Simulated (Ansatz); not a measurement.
Ansatz (a program for electronic structure) input (PBE0/def2-TZVPD):

Ansatz 0.2 input:
```yaml
crystal:
  periodic: [false, false, false]
  atoms:
    - {symbol: Si, position_ang: [-0.03570658, 0.01391583, -0.00212278]}
    - {symbol: F, position_ang: [-0.02409255, 1.22088147, 1.04832134]}
    - {symbol: F, position_ang: [-0.09180989, 0.66901330, -1.46078042]}
    - {symbol: C, position_ang: [-1.55957768, -0.96456772, 0.25254106]}
    - {symbol: C, position_ang: [1.55319787, -0.91759528, 0.16141595]}
    - {symbol: H, position_ang: [-2.00064197, -1.11260004, 1.23160189]}
    - {symbol: H, position_ang: [-2.07409544, -1.46472827, -0.55987985]}
    - {symbol: H, position_ang: [1.64729533, -1.35167916, 1.15858352]}
    - {symbol: H, position_ang: [1.60443473, -1.72825369, -0.56780007]}
    - {symbol: H, position_ang: [2.40430033, -0.25363557, -0.00439710]}
basis:
  gaussian:
    orbitals: def2-TZVPD
hamiltonian:
  xc: {name: PBE0}
magnetization: {spin_polarized: true, initial_magnetization: 1}
output: {forces: true}
```

Output:

```
Functional definition: PBE0
integrals: 0.17 GiB planned
1293 factors; their error is unknown
0.34 GiB of the device are held for the grids
1.41 GiB of device memory are held for the factors and their scratch space
mean field: 1.59 GiB planned
mean field evaluation 1: about -15453.9131 eV, gradient 4.7e1 eV
mean field evaluation 2: about -15452.3433 eV, gradient 5.2e1 eV
mean field evaluation 4: about -15462.1265 eV, gradient 1.9e0 eV
mean field evaluation 8: about -15462.1448 eV, gradient 1.2e-1 eV
mean field evaluation 16: about -15462.1534 eV, gradient 5.6e-4 eV
mean field -15462.15335595 eV, -568.2236552070 hartree, gradient 2.5e-5 eV, S^2 0.754231; 0 other end points of the search recorded, 0 dependent functions left out
the calculation of the forces begins
reference -15462.15340120 eV, -568.2236568702 hartree; 25, 24 occupied and 217, 218 virtual orbitals, 1293 factors
Total energy: -15462.15340120 eV, -568.2236568702 hartree
Atom 0 at    -0.035707     0.013916    -0.002123 Å, force     0.062702     0.115445    -0.026924 eV/Å
Atom 1 at    -0.024093     1.220881     1.048321 Å, force    -0.008858    -0.135190    -0.127594 eV/Å
Atom 2 at    -0.091810     0.669013    -1.460780 Å, force    -0.000691    -0.069069     0.172740 eV/Å
Atom 3 at    -1.559578    -0.964568     0.252541 Å, force     0.058704     0.058302    -0.014167 eV/Å
Atom 4 at     1.553198    -0.917595     0.161416 Å, force    -0.078344     0.058427    -0.010816 eV/Å
Atom 5 at    -2.000642    -1.112600     1.231602 Å, force    -0.017831    -0.003398     0.046998 eV/Å
Atom 6 at    -2.074095    -1.464728    -0.559880 Å, force    -0.021149    -0.020660    -0.040799 eV/Å
Atom 7 at     1.647295    -1.351679     1.158584 Å, force    -0.004471    -0.008166     0.029329 eV/Å
Atom 8 at     1.604435    -1.728254    -0.567800 Å, force    -0.005776    -0.019829    -0.023077 eV/Å
Atom 9 at     2.404300    -0.253636    -0.004397 Å, force     0.015714     0.024139    -0.005688 eV/Å
Dipole moment:     0.018413    -0.490777     0.107358 e Å
```

It need not be the lowest isomer of its formula.
